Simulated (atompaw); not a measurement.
## Reading a pseudo-wave (sulfur (S))

Columns: radius, all-electron u(r) and pseudo u(r) of the 3s shell (level -17.75 eV) of sulfur in the configuration [Ne] 3s1 3p5; PBEsol, non-relativistic, PAW (atompaw) scheme, atompaw 4.2.0.5.

```tsv
r (bohr)	all-electron	pseudo
0.060	0.2134	0.0575
0.119	0.0412	0.1137
0.179	-0.1784	0.1704
0.238	-0.3320	0.2254
0.298	-0.4041	0.2803
0.358	-0.4018	0.3339
0.417	-0.3456	0.3852
0.477	-0.2520	0.4356
0.537	-0.1371	0.4840
0.596	-0.0147	0.5295
0.656	0.1107	0.5733
0.715	0.2292	0.6138
0.775	0.3412	0.6522
0.835	0.4422	0.6876
0.894	0.5299	0.7192
0.954	0.6068	0.7481
1.013	0.6707	0.7731
1.073	0.7241	0.7948
1.133	0.7664	0.8129
1.192	0.7980	0.8269
1.252	0.8210	0.8373
1.312	0.8355	0.8437
1.371	0.8427	0.8461
1.431	0.8435	0.8445
1.490	0.8390	0.8391
1.550	0.8296	0.8296
```

Task: How many radial nodes do the two functions have?

Result: The all-electron 3s function has n − l − 1 = 2; the pseudo-wave has 0, since the states of the same l below it are removed with the core.

Task: Is the pseudo-wave norm-conserving?

Result: No, it belongs to a PAW set: the norm inside the radius is not constrained, and the difference is carried by the augmentation charge.
